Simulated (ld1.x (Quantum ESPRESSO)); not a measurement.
Values are calculated unless marked as measured or tabulated.
Potentials for Te (Z = 52) compared

Generated with ld1.x 7.5 (TM, RRKJ, ultrasoft, PAW), atompaw 4.2 or ONCVPSP 4.0.1. The cutoff is in Ry: for ld1.x and atompaw files where the sum of valence levels is converged to 10 mRy in a Bessel basis, for ONCV files where the hardest occupied wave has 1 mHa per electron of residual kinetic energy. The error is the largest all-electron minus pseudo excitation energy over each file’s own four to seven test configurations (ionisations up to +4, promotions, holes and added fractions of an electron), all of which were solved. The labels leave out finer settings (local radius, basis sizes, second energies), which also bear on the numbers. Spin-polarised tests are not counted. The rows are a selection from randomly drawn settings: files with unsolved tests, undetermined cutoffs or missed reference levels are left out.

A true bound ghost makes a file unfit for plane-wave use even where its test errors are small: the radial tests pick states by their node count and pass the ghost by.

| potential | cutoff (Ry) | largest error (meV) | bound ghosts |
| --- | --- | --- | --- |
| TM semilocal, LDA (PZ), scalar-relativistic, rc 1.80/1.95/1.40 (spd), local p, core correction no, reference 4d10 5s2 5p2 | 100 | +26 | none |
| TM, LDA (PZ), scalar-relativistic, rc 1.55/1.60/1.55 (spd), local s, core correction no, reference 4d10 5s2 5p4 | 90 | -196 | p |
| TM, LDA (PZ), scalar-relativistic, rc 1.45/1.85 (sp), local s, core correction yes, reference 5s2 5p3.5 | 60 | -158 | d |
| TM, BLYP, scalar-relativistic, rc 1.40/1.90/2.05 (spd), local smoothed, core correction yes, reference 5s2 5p4 | 60 | -49 | s |
| TM, Wu–Cohen, scalar-relativistic, rc 1.60/1.70 (sp), local smoothed, core correction no, reference 5s2 5p4 | 40 | +85 | s, d |

Task: Fill in the row for Te: TM, LDA (PZ), scalar-relativistic, rc 1.95/1.80 (sp), local smoothed, core correction no, reference 5s1 5p5.

Result: cutoff 30 Ry, largest error +184 meV, bound ghosts: s, d.
